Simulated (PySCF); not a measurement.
Ga(Cl)(Me)(OH) (CH₄ClGaO), SMILES [CH3][Ga]([Cl])[OH]. Atoms are numbered in the order given.

```xyz
8

Ga    -0.2724     0.0103     0.1585
Cl     1.5973    -0.0409    -0.9466
C     -0.6585    -1.1697     1.6609
H     -0.6637    -2.2153     1.3175
H     -1.6386    -0.9209     2.0919
H      0.1214    -1.0623     2.4296
O     -1.4343     1.2311    -0.4298
H     -1.1049     1.7428    -1.1847
```
Charge 0, spin multiplicity 1.

Geometry optimised at TPSSh-D3(BJ)/def2-SVP. The structure was generated by enumeration; whether it is a known compound was not checked. Other conformers were not sampled.

These are PBE/pcSseg-1 run with PySCF values and carry that method's errors.

GIAO shieldings, no solvent; atoms alike by connectivity are averaged. δ = σ(ref) − σ: ³⁵Cl against HCl (σ = 936.5 ppm); ¹³C against TMS (σ = 182.0 ppm); ¹H against TMS (σ = 31.49 ppm); ¹⁷O against H2O (σ = 334.3 ppm), references at their B3LYP-D3(BJ)/def2-TZVP geometries, non-relativistic (without spin–orbit terms, shifts of atoms bonded to Cl or Br come out too high).

Estimate the chemical shifts. (Estimate from the structure and the level; the computed values follow.)


```json
[
 {"nucleus": "³⁵Cl", "atoms": "Cl2", "count": "1", "δ (ppm)": "98.9"},
 {"nucleus": "¹³C", "atoms": "C3", "count": "1", "δ (ppm)": "-1.9"},
 {"nucleus": "¹H", "atoms": "H8", "count": "1", "δ (ppm)": "3.53"},
 {"nucleus": "¹H", "atoms": "H4, H5, H6", "count": "3", "δ (ppm)": "0.84"},
 {"nucleus": "¹⁷O", "atoms": "O7", "count": "1", "δ (ppm)": "130.4"}
]
```
